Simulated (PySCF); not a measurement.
Compound: C9H18Si.
SMILES with atom numbers: `[SiH3:1][CH2:2][C@:3]12[CH2:4][CH2:5][CH2:6][C@H:7]1[CH2:8][CH2:9][CH2:10]2`

NICS = −σ at a ghost point: NICS(0) at the centroid of the ring atoms, NICS(1) 1 Å to either side along the normal of their mean plane, zz for the tensor component along that normal. Level: GIAO PBE0/pcSseg-1 (PySCF, non-relativistic, gas phase) on the PBE0-D3(BJ)/def2-SVP geometry, one conformer.

Ring bond lengths (Å), with Mayer bond orders in brackets: C3–C4 1.545 (1.01), C4–C5 1.524 (1.03), C5–C6 1.526 (1.02), C6–C7 1.533 (1.04), C7–C3 1.573 (0.93); C3–C7 1.573 (0.93), C7–C8 1.537 (1.00), C8–C9 1.524 (1.03), C9–C10 1.524 (1.03), C10–C3 1.547 (0.97).

Q: Give the NICS values of each ring in ppm.

A: 
```
           ring                                            type  NICS(0)  NICS(1), two faces  NICS(1)zz, two faces  rms pucker (Å)  centre to ring atoms, mean (Å)
 C3–C4–C5–C6–C7  5-membered carbocycle; formal bonds all single     -6.0         -4.7 / -4.0           -1.9 / -3.4            0.19                            1.29
C3–C7–C8–C9–C10  5-membered carbocycle; formal bonds all single     -6.2         -4.4 / -4.1           -3.1 / -5.9            0.18                            1.29
```

Q: What do they say, and how far can they be read as aromaticity?

A: 
- C3–C4–C5–C6–C7: mean NICS(1)zz -2.6 ppm, near zero. C3, C4, C5, C6, C7 have four or more neighbours, and the NICS criterion for π rings isn't applied.
- C3–C7–C8–C9–C10: mean NICS(1)zz -4.5 ppm, shielded. C3, C7, C8, C9, C10 have four or more neighbours, so the value isn't read as a sign of a π ring current.

Q: What is the mean of the two in-plane components of NICS at the second NICS(1) probe listed for ring C3–C4–C5–C6–C7, 1 Å off the ring?

A: The isotropic value is a third of the trace: (3 × -4.0 − (-3.4))/2 = -4.3 ppm.

Q: Give the inner angles of the rings and the Hirshfeld charges of the ring atoms.

A: 
- C3–C4–C5–C6–C7: C3 104.5° (+0.024 e), C4 105.1° (-0.072 e), C5 102.3° (-0.071 e), C6 103.8° (-0.071 e), C7 105.7° (-0.025 e); sum 521.5° against 540° for a flat convex ring.
- C3–C7–C8–C9–C10: C3 104.4° (+0.024 e), C7 105.9° (-0.025 e), C8 105.0° (-0.070 e), C9 102.6° (-0.070 e), C10 105.5° (-0.072 e); sum 523.5° against 540° for a flat convex ring.

Q: How do the values depend on the level or the medium?

A: 
```json
{"level": "PBE0/pcSseg-1, gas", "NICS(0), C3–C4–C5–C6–C7": "-6.0", "mean NICS(1)zz, C3–C4–C5–C6–C7": "-2.6", "NICS(0), C3–C7–C8–C9–C10": "-6.2", "mean NICS(1)zz, C3–C7–C8–C9–C10": "-4.5"}
{"level": "wB97X-D/pcSseg-1, gas", "NICS(0), C3–C4–C5–C6–C7": "-6.0", "mean NICS(1)zz, C3–C4–C5–C6–C7": "-2.5", "NICS(0), C3–C7–C8–C9–C10": "-6.1", "mean NICS(1)zz, C3–C7–C8–C9–C10": "-4.3"}
```

The geometry is the same throughout.
